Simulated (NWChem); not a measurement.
**Atomisation of OSe**

```xyz
2

O      0.0000     0.0000     1.3291
Se     0.0000     0.0000    -0.3127
```
Charge 0, spin multiplicity 3.

Program: NWChem. The geometry was optimised at UPBE0/def2-SVP, a minimum by its harmonic frequencies.

Basis set: def2-TZVP. The atomisation energy is electronic alone: no zero-point, thermal, spin-orbit or counterpoise terms. No value is extrapolated to the basis-set limit. Free atoms are single determinants with multiplicities O 3, Se 3. Correlated methods freeze the same cores in atoms and molecule, 10 orbitals in all.

Relative cost: rough, from shared machines, SCF included, PBE0 = 1. Costs are the molecule's.

The Hamiltonian is non-relativistic. B3LYP has NWChem's definition, with VWN1-RPA local correlation. GW and range-separated runs recompute their integrals, the others keep them in memory, which bears on the times. The structure started from a generated list of species. The unpaired electrons of the parent sit in orbitals of symmetry b1 and b2 (C2v labels of the run); other states weren't searched. The stability of the SCF solutions was not checked. Open-shell Hartree-Fock references start from PBE0 orbitals; any time given for them includes that run. No row is a measurement; the coupled-cluster row has its own basis-set and correlation limits.

| method | atomisation energy (kcal/mol) | relative cost |
|---|---|---|
| M06-2X | 96.4 | under 3 |
| CCSD(T) | 99.6 | 10 |
| BLYP | 116.6 | under 3 |
| PBE0 | 105.1 | 1 |
| PBE | [?] | under 3 |
| B3LYP | 106.3 | under 3 |
| HF | 29.7 | under 3 |
| MP2 | 109.0 | 3 |
| LC-wPBE (omega 0.3 per bohr) | [?] | 10 |

**Question.** Some entries are withheld; supply them.

**Answer.** 
- PBE, atomisation energy (kcal/mol): 121.6
- LC-wPBE (omega 0.3 per bohr), atomisation energy (kcal/mol): 110.4
